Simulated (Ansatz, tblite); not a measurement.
Cost and result up the ladder for TCNQ, `N#CC(C#N)=c1ccc(=C(C#N)C#N)cc1` (20 atoms). The state is a singlet with charge 0. Geometry: PBE-D4/def2-SVP.

```xyz
20

N     4.461    0.801    1.389
C     3.384    1.219    1.169
C     2.073    1.712    0.898
C     1.854    3.107    1.100
N     1.662    4.256    1.262
C     1.043    0.861    0.452
C     1.281   -0.550    0.253
C     0.279   -1.377   -0.181
C    -1.043   -0.861   -0.451
C    -2.073   -1.712   -0.898
C    -3.384   -1.218   -1.169
N    -4.460   -0.801   -1.390
C    -1.853   -3.107   -1.101
N    -1.661   -4.256   -1.265
C    -1.281    0.549   -0.251
C    -0.280    1.377    0.182
H     2.285   -0.951    0.456
H     0.470   -2.450   -0.331
H    -2.286    0.950   -0.454
H    -0.470    2.450    0.332
```

Ansatz on 4 threads of Arm Neoverse V2 on a shared host; xTB runs through tblite on one thread. Times are rough, summed over both states, and most runs start from the orbitals of an earlier one. PBE0-D4/def2-SVP serves as the yardstick here, not as an exact answer. The other state is a triplet.

The xTB rows come from tblite.

xTB has no spin-polarisation term.

```
           level  functions  wall time  vertical triplet (eV)  difference from PBE0-D4/def2-SVP (eV)
        GFN2-xTB         68    0.024 s                   1.16                                   0.34
        GFN1-xTB         72    0.025 s                   1.15                                   0.32
 PBE-D4/def2-SVP        244       11 s                   1.02                                   0.19
PBE0-D4/def2-SVP        244       19 s                   0.83                                   0.00
```
